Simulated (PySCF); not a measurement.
Si4H8.
Atom-mapped SMILES: `[SiH2:1]1[SiH2:2][SiH2:3][SiH2:4]1` (hydrogens: H5, H6 on Si1; H7, H8 on Si2; H9, H10 on Si3; H11, H12 on Si4)

Method: PySCF, PBE0-D3(BJ)/def2-SVP geometry optimisation, gas phase; density fitting, grid level 1; the optimiser is geomeTRIC in internal coordinates, started from a GFN2-xTB structure with every atom displaced at random (about 0.01 Å).

Geometry at step 0:
```
atom  x, y, z in Å
Si1     0.3804   -1.6499    0.0975
Si2    -1.6149   -0.3459    0.2552
Si3    -0.3816    1.6205   -0.1161
Si4     1.6420    0.3432   -0.2656
H5      0.7072   -2.4228    1.2703
H6      0.3998   -2.6163   -0.9877
H7     -2.3072   -0.4192    1.5434
H8     -2.6558   -0.6288   -0.7204
H9     -0.7211    2.4173   -1.2748
H10    -0.3999    2.6210    0.9779
H11     2.3312    0.4217   -1.5248
H12     2.6595    0.6309    0.7360
```

**Question.** Give the atomic forces at this geometry.

**Answer.** 
```
atom  Fx (eV/Å)  Fy (eV/Å)  Fz (eV/Å)
 Si1     -0.299      1.044     -0.272
 Si2      0.609     -0.086      0.079
 Si3      0.531     -0.309      0.586
 Si4     -1.117     -0.172      0.476
  H5      0.258     -0.414      1.023
  H6     -0.025     -0.433     -0.791
  H7     -0.133      0.020      0.672
  H8     -0.465     -0.171     -0.728
  H9     -0.237      0.329     -0.979
 H10      0.031      0.025      0.400
 H11      0.426      0.010     -1.155
 H12      0.421      0.159      0.690
```

The largest, 1.23 eV/Å, acts on H11 (Si4 within 3 % of it); the rms over all components is 0.545 eV/Å. The forces sum to zero within rounding, as they must for an isolated molecule in no field.

**Question.** Give the force on H11 in Eh/bohr and in nN.

**Answer.** 1.232 eV/Å ÷ 51.422 = 0.02395 Eh/bohr, and 1.232 eV/Å × 1.602 = 1.97 nN.

**Question.** How far is this geometry from the end of the optimisation?

**Answer.** 0.218 eV above it, and 0.066 Å rms away after alignment. The bonds farthest from their final lengths, with half the difference of the two atoms' forces along the bond (positive lengthens):

```tsv
bond	now (Å)	final (Å)	force along bond (eV/Å)
Si4–H11	1.438	1.496	+1.09
Si1–H5	1.442	1.497	+0.98
Si3–H9	1.447	1.497	+0.89
Si1–H6	1.453	1.497	+0.69
Si2–H8	1.454	1.497	+0.66
Si4–H12	1.457	1.497	+0.64
```

The angle farthest from its final value is H9–Si3–H10, 102.5° against 108.9°.

Of the 6 listed bonds off by 0.010 Å or more, this force points towards the final length in 6.

The cost below is that of the whole optimisation. The run took 21 s of wall time on one thread of an Arm Neoverse V2, no GPU, shared host, and the process peaked at 0.47 GiB of memory.
